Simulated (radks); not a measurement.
Problem. Radial electron density D(r) = 4 pi r^2 rho(r) of an atom or ion with 2 electrons. Method: scalar-relativistic Kohn-Sham, exchange-only LDA, spin-polarised, spherical densities, point nucleus; computed with a radial shooting solver on a logarithmic mesh with Libxc functionals.

```
   r/bohr * D(r) (the largest magnitude, 75.2, reaches the edge; | marks zero)
 0.001731 |      *
 0.001999 |        *
 0.002327 |          *
 0.002709 |             *
 0.003129 |                *
 0.003642 |                   *
  0.00424 |                       *
 0.004897 |                            *
 0.005701 |                                 *
 0.006637 |                                      *
 0.007665 |                                           *
 0.008923 |                                                *
  0.01039 |                                                   *
    0.012 |                                                      *
  0.01397 |                                                      *
  0.01626 |                                                    *
  0.01878 |                                                *
  0.02186 |                                          *
  0.02545 |                                  *
  0.02939 |                          *
  0.03421 |                  *
  0.03983 |           *
    0.046 |      *
  0.05355 |  *
  0.06234 |*
    0.072 *
  0.08382 *
```

What is the nuclear charge?

Solution. Z = 66. The innermost maximum, from 1s, lies near gamma/Z bohr with gamma = sqrt(1 - (Z/c)^2) = 0.876, here 0.0133 bohr (found: 0.0133), and its height grows with Z. The density is that of the dysprosium ion Dy64+ in [He]; the configuration itself is not fixed sharply by these data, and Z only to a few units. D(r) has 1 maximum, at r = 0.0133 bohr.
